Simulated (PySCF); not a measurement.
Numbering as in the mapped SMILES `[CH3:1]/[C:2]([CH2:3][N:4]([CH3:5])[CH3:6])=[C:7]1\[CH2:8][SiH2:9]1` (H(Xn): hydrogen on atom n).

Non-relativistic Hamiltonian, one computed conformer, rapidly exchanging positions averaged, no solvent. GFN2-xTB geometry; σ from GIAO-PBE0/pcSseg-1; PySCF 2.14.0 with density-fitted response routines.

Question: Predict the 2D correlation tables (HSQC, COSY, HMBC).

Answer: 

HSQC (one-bond C–H):
```csv
δH,δC
2.96 (H(C3)),73.4 (C3)
2.22 (H(C1)),22.6 (C1)
2.18 (H(C5)/H(C6)),46.4 (C5/C6)
1.12 (H(C8)),-0.6 (C8)
```

COSY cross peaks (H two or three bonds apart, from the bond graph; peaks can be absent where the dihedral angle is near 90°):
```csv
δH,δH
3.21 (H(Si9)),1.12 (H(C8))
```

HMBC (two and three bonds, from the bond graph):
```csv
δH,δC
3.21 (H(Si9)),"155.5 (C2), 129.4 (C7), -0.6 (C8)"
2.96 (H(C3)),"155.5 (C2), 129.4 (C7), 46.4 (C5/C6), 22.6 (C1)"
2.22 (H(C1)),"155.5 (C2), 129.4 (C7), 73.4 (C3)"
2.18 (H(C5)/H(C6)),"73.4 (C3), 46.4 (C5/C6)"
1.12 (H(C8)),"155.5 (C2), 129.4 (C7)"
```

Chemical shifts δ = σref − σ; $^{1}$H and $^{13}$C against TMS, all at this level.

Short H···H contacts in this conformer between protons four or more bonds apart (candidates for NOE cross peaks, intensity ∝ r⁻⁶): H(C3)···H(C6) 2.29 Å, H(C1)···H(C3) 2.66 Å.

Shifts are as computed. Against solution values, carbons near 30 ppm lie about +3 ppm off and those near 130 ppm about +5 ppm. Of 1309 compounds with measured shifts, 239 miss one by over three times the rms of a fit or turn the order of signals round; such compounds aren't used in these exercises.
